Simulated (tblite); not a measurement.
Compound: C5H9ClO.
Numbering: `[Cl:1][CH2:2][C@H:3]1[CH2:4][CH2:5][O:6][CH2:7]1` (hydrogens: H8, H9 on C2; H10 on C3; H11, H12 on C4; H13, H14 on C5; H15, H16 on C7)

Cartesian coordinates in Å at the GFN2-xTB level; atoms count from 1:
```xyz
16
C5H9ClO angstrom
Cl     2.6084   -1.5111    0.4281
C      1.7305    0.0349    0.2795
C      0.4880   -0.1230   -0.5857
C     -0.5568   -1.0407    0.0727
C     -1.6104   -0.0625    0.6328
O     -1.0768    1.2395    0.4943
C     -0.2678    1.2164   -0.6542
H      2.4286    0.7482   -0.1591
H      1.4604    0.3507    1.2872
H      0.7770   -0.4721   -1.5779
H     -0.1071   -1.6407    0.8610
H     -1.0027   -1.7158   -0.6549
H     -2.5478   -0.1415    0.0643
H     -1.8257   -0.2158    1.6907
H     -0.8869    1.2509   -1.5631
H      0.3815    2.0915   -0.6270
```

Computed values, GFN2-xTB/tblite, gas phase, harmonic and unscaled. The method is semi-empirical: single wavenumbers can be off by several per cent or more. One conformer, not necessarily the lowest.

Harmonic wavenumbers (cm⁻¹): 39.0, 95.9, 164.6, 227.3, 345.9, 399.3, 663.8, 688.6, 763.7, 832.4, 870.2, 924.6, 963.5, 978.6, 994.3, 1012.8, 1076.2, 1105.4, 1121.8, 1147.1, 1180.3, 1196.6, 1213.4, 1234.6, 1253.9, 1283.5, 1301.0, 1313.8, 1326.8, 1436.8, 1473.1, 1474.9, 1494.5, 2864.0, 2874.1, 2978.9, 2980.9, 2989.7, 2991.8, 2999.6, 3017.3, 3027.5.

A = 5035, B = 1229, C = 1110 MHz; mass 120.034 u (most abundant isotopes); point group C1, symmetry number 1.

Zero-point energy?

Half the sum of the wavenumbers: 29161 cm⁻¹ = 348.84 kJ/mol.

Give the ideal-gas entropy at 298.15 K and 1 bar in the rigid-rotor, harmonic-oscillator model (classical rotation).

Translation 168.57, rotation 118.15, vibration 74.30: S = 361.0 J/(mol K).

And Cp and H(298.15 K) − H(0)?

Cp = 113.95 J/(mol K), of which vibrations give 80.70 (their classical limit is 42 R = 349.2); H(298.15 K) − H(0) = 21.27 kJ/mol without the zero-point energy, 11.35 from vibrations.

How do the functions run with temperature in this model?

```csv
T (K),S (J/(mol K)),Cp (J/(mol K)),H − H(0) (kJ/mol),G − H(0) (kJ/mol),ln q(vib)
50,237.7,47.6,1.99,-9.90,0.47
100,274.7,59.9,4.69,-22.78,1.28
373.15,389.6,141.8,30.86,-114.52,5.53
500,437.3,184.7,51.66,-166.97,7.61
750,524.5,244.6,105.92,-287.42,11.92
1000,600.4,282.8,172.18,-428.26,16.18
```

q(vib) and H(0) count from the zero-point level.

What must be added to the electronic energy to get the Gibbs energy at 298.15 K and 1 bar?

ZPE + [H(298.15 K) − H(0)] − T·S = 348.84 + 21.27 − 107.64 = 262.47 kJ/mol.

Hindered rotation and anharmonicity are outside this model. Other conformers, if any are populated, would add a mixing term that is left out. The structure is chiral; the term R ln 2 for an equal mix with its mirror image is left out.
